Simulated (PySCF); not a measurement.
# Worked example: entropy of an ideal gas

Se(F)(SMe) (CH₃FSSe), SMILES CS[Se]F.

Geometry optimised at PBE-D3(BJ)/def2-SVP. The values are those of a single conformer.

PBE-D3(BJ)/def2-SVP run with PySCF 2.14.0 gives the harmonic wavenumbers 106, 117, 195, 222, 413, 587, 660, 914, 919, 1261, 1380, 1395, 2982, 3095, 3115 cm⁻¹ and the rotational temperatures 0.3294, 0.1013, 0.0922 K. The molar mass is 145.06 g/mol, the symmetry number 1, the spin multiplicity 1.

Problem. Work out the entropy at 298.15 K and 1 atm in the rigid-rotor, harmonic-oscillator model.

Solution. 
Translation (Sackur–Tetrode at 1 atm): S = R[1.5 ln M + 2.5 ln T − 1.16487] = 170.8 J/(mol K).
Rotation: q = (√π/σ) T^1.5/√(θA θB θC) = 165000, S = R[ln q + 3/2] = 112.3 J/(mol K).
Vibration: with u = 1.4388 ν/T, each mode gives R[u/(e^u − 1) − ln(1 − e^−u)]:
| ν (cm⁻¹) | modes | u | S (J/(mol K)) |
|---|---|---|---|
| 106 | 1 | 0.51 | 13.98 |
| 117 | 1 | 0.56 | 13.18 |
| 195 | 1 | 0.94 | 9.12 |
| 222 | 1 | 1.07 | 8.13 |
| 413 | 1 | 1.99 | 3.83 |
| 587 | 1 | 2.83 | 1.98 |
| 660 | 1 | 3.18 | 1.49 |
| 914 | 1 | 4.41 | 0.55 |
| 919 | 1 | 4.43 | 0.54 |
| 1261 | 1 | 6.09 | 0.13 |
| 1380 | 1 | 6.66 | 0.08 |
| 1395 | 1 | 6.73 | 0.08 |
The stiffer modes add less than 0.005 each. Sum 53.1 J/(mol K).
Spin: R ln 1 = 0.0 J/(mol K).
Total 336.2 J/(mol K); the program's own thermochemistry gives 336.3. Translation makes up 51 % and vibration 16 %. Anharmonicity, hindered rotation and orbital degeneracy are left out.
